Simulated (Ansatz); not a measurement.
Total energies of H₅NOSSi (`N[SiH](O)S`).

Z-matrix (Å, degrees):
```
Si
O 1 1.644
S 1 2.137 2 105.1
N 1 1.696 2 112.5 3 -119.7
H 1 1.483 2 110.7 3 120.7
H 2 0.959 1 117.6 3 -57.1
H 3 1.344 1 94.0 2 174.4
H 4 1.007 1 120.6 2 -81.2
H 4 1.007 1 120.9 2 68.7
```

The species carries charge 0 and has multiplicity 1. All single points use the PBE0-D4/def2-TZVP geometry. It is one conformer, not always the lowest. Basis def2-TZVPP, the Gaussian-basis code of Ansatz.

RPA on PBE orbitals: Hartree–Fock energy of these orbitals -818.84535 Eh, correlation -1.23146 Eh (frozen core).

```csv
functional,kind,energy without D4 (Eh),D4 term (kJ/mol)
BLYP,GGA,-820.82731,-42.2
ωB97X-V,range-separated hybrid GGA with VV10,-820.72079,–
```

Problem. Give the same for LDA (SPW92), PBE, revPBE, r2SCAN, B97M-V, PBE0, B3LYP, r2SCANh, r2SCAN0, HSE06 (plane-wave form), BHLYP, CAM-B3LYP, LC-ωPBE, ωB97M-V, B2PLYP, PBE-QIDH. (Best estimate.)

Solution. The calculation gave: 
```json
{"functional": "LDA (SPW92)", "kind": "LDA", "energy without D4 (Eh)": "-817.32986", "D4 term (kJ/mol)": "–"}
{"functional": "PBE", "kind": "GGA", "energy without D4 (Eh)": "-820.39646", "D4 term (kJ/mol)": "-19.2"}
{"functional": "revPBE", "kind": "GGA", "energy without D4 (Eh)": "-820.68792", "D4 term (kJ/mol)": "-56.3"}
{"functional": "r2SCAN", "kind": "meta-GGA", "energy without D4 (Eh)": "-820.75086", "D4 term (kJ/mol)": "-4.5"}
{"functional": "B97M-V", "kind": "meta-GGA with VV10", "energy without D4 (Eh)": "-820.66301", "D4 term (kJ/mol)": "–"}
{"functional": "PBE0", "kind": "global hybrid, 25 % exact exchange", "energy without D4 (Eh)": "-820.46398", "D4 term (kJ/mol)": "-16.1"}
{"functional": "B3LYP", "kind": "global hybrid, 20 %", "energy without D4 (Eh)": "-820.91159", "D4 term (kJ/mol)": "-31.1"}
{"functional": "r2SCANh", "kind": "meta-GGA hybrid, 10 %", "energy without D4 (Eh)": "-820.74019", "D4 term (kJ/mol)": "-4.8"}
{"functional": "r2SCAN0", "kind": "meta-GGA hybrid, 25 %", "energy without D4 (Eh)": "-820.72511", "D4 term (kJ/mol)": "-5.3"}
{"functional": "HSE06 (plane-wave form)", "kind": "screened hybrid", "energy without D4 (Eh)": "-820.44370", "D4 term (kJ/mol)": "-15.1"}
{"functional": "BHLYP", "kind": "global hybrid, 50 %", "energy without D4 (Eh)": "-820.80064", "D4 term (kJ/mol)": "-24.3"}
{"functional": "CAM-B3LYP", "kind": "range-separated hybrid", "energy without D4 (Eh)": "-820.84139", "D4 term (kJ/mol)": "-16.4"}
{"functional": "LC-ωPBE", "kind": "long-range corrected hybrid", "energy without D4 (Eh)": "-820.59230", "D4 term (kJ/mol)": "–"}
{"functional": "ωB97M-V", "kind": "range-separated hybrid meta-GGA with VV10", "energy without D4 (Eh)": "-820.78221", "D4 term (kJ/mol)": "–"}
{"functional": "B2PLYP", "kind": "double hybrid", "energy without D4 (Eh)": "-820.53231", "D4 term (kJ/mol)": "–"}
{"functional": "PBE-QIDH", "kind": "double hybrid", "energy without D4 (Eh)": "-820.28094", "D4 term (kJ/mol)": "–"}
```

B3LYP takes the VWN-RPA correlation (the form of Gaussian; ORCA's B3LYP/G). HSE06 is the plane-wave form, built on full-range PBE exchange. The double hybrids freeze the cores in their second-order part.

LC-ωPBE has ω = 0.4 bohr⁻¹.
